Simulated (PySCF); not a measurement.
# Distorted geometries of [WOCl3]+

[WOCl3]+ (singlet). PySCF 2.14.0, RKS PBE0, W def2-SVP with ECP60, O def2-SVP, Cl def2-SVP; non-relativistic Hamiltonian with scalar-relativistic core potentials where named; density fitting; no spin-orbit coupling. Relaxed geometry:

```xyz
5

W     0.0554    0.0000    0.0782
O     1.2520    0.0000    1.2280
Cl    0.3313    1.8237   -1.1175
Cl   -1.8579    0.0000    1.1604
Cl    0.3313   -1.8237   -1.1175
```

Task: Order these distorted geometries by energy above the relaxed one, lowest first.
A.
```xyz
5

W     0.2110    0.1262    0.0783
O     1.3965    0.0796    1.3183
Cl    0.1767    1.9184   -1.0760
Cl   -2.0181   -0.2155    0.9042
Cl    0.3460   -1.9087   -0.9932
```
B.
```xyz
5

W     0.0380    0.0150    0.0874
O     1.3248    0.0187    1.2715
Cl    0.2788    1.8509   -1.1622
Cl   -1.8221    0.0202    1.1452
Cl    0.2926   -1.9048   -1.1104
```
C.
```xyz
5

W     0.0265    0.0147    0.0695
O     1.2622    0.0020    1.2587
Cl    0.3386    1.8337   -1.1255
Cl   -1.8673    0.0170    1.1804
Cl    0.3521   -1.8673   -1.1515
```

Result: C (0.15 eV), B (0.35 eV), A (0.93 eV).

Task: Which forces (eV/Å) act in the one that lies 0.35 eV up?

Result: 
```
W    4.97 -0.77  1.12
O   -3.57  0.06 -3.14
Cl  -0.11 -0.73  0.52
Cl  -1.08  0.03  0.67
Cl  -0.22  1.41  0.84
```
Forces carry noise of the integration grid, about 0.01 to 0.03 eV/Å.
